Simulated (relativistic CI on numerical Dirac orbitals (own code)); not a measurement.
# Slater and spin-orbit integrals, In⁸⁺

Calculated at this level of theory: Dirac-Coulomb-Breit CI, separate exchange-only KLI orbitals for each configuration, model QED, unscaled Slater integrals (own radial code, finite nucleus).

Slater integrals F^k, G^k are unscaled and averaged over j, outside the closed core [Ar] 3d10; ζ comes from projecting the Hamiltonian with its Breit term on Σ l·s of the shell.

- 4s2 4p6 4d5: F^2(4d,4d) = 102740, F^4(4d,4d) = 68824, ζ(4d) = 3579.3 cm⁻¹; <r>(4d) = 0.9904, <r^2>(4d) = 1.127 (bohr units).
- 4s2 4p5 4d6: ζ(4p) = 39229, F^2(4d,4d) = 102960, F^4(4d,4d) = 68975, F^2(4p,4d) = 108940, G^1(4p,4d) = 138360, G^3(4p,4d) = 86379, ζ(4d) = 3598.7 cm⁻¹; <r>(4p) = 0.8739, <r^2>(4p) = 0.8655, <r>(4d) = 0.9879, <r^2>(4d) = 1.122 (bohr units).
- 4s2 4p6 4d4 4f: F^2(4d,4d) = 103200, F^4(4d,4d) = 69139, ζ(4d) = 3656.4, F^2(4d,4f) = 84553, F^4(4d,4f) = 54269, G^1(4d,4f) = 101610, G^3(4d,4f) = 63253, G^5(4d,4f) = 44606, ζ(4f) = 37.187 cm⁻¹; <r>(4d) = 0.9855, <r^2>(4d) = 1.117, <r>(4f) = 1.29, <r^2>(4f) = 1.964 (bohr units).

**Question.** Give the Racah parameters of the d shell in 4s2 4p6 4d5.

**Answer.** B = F²/49 − 5F⁴/441 = 1316 cm⁻¹ and C = 35F⁴/441 = 5462 cm⁻¹.

Averages of the first 10 configurations, taken without configuration mixing, which lowers the lowest level and can move excited configurations by several eV; other configurations of the list can lie among them:

```csv
Configuration,Parity,States,Average energy above the lowest level (eV)
4s2 4p6 4d5,even,252,9.3
4s2 4p5 4d6,odd,1260,79.6
4s2 4p6 4d4 4f,odd,2940,77.3
4s2 4p6 4d4 5s,even,420,54.2
4s2 4p6 4d4 5p,odd,1260,68.2
4s2 4p4 4d7,even,1800,151.5
4s2 4p6 4d3 5s2,even,120,103.3
4s 4p6 4d6,even,420,128.6
4s2 4p6 4d3 5s 5p,odd,1440,116.1
4s2 4p6 4d4 5d,even,2100,89.2
```
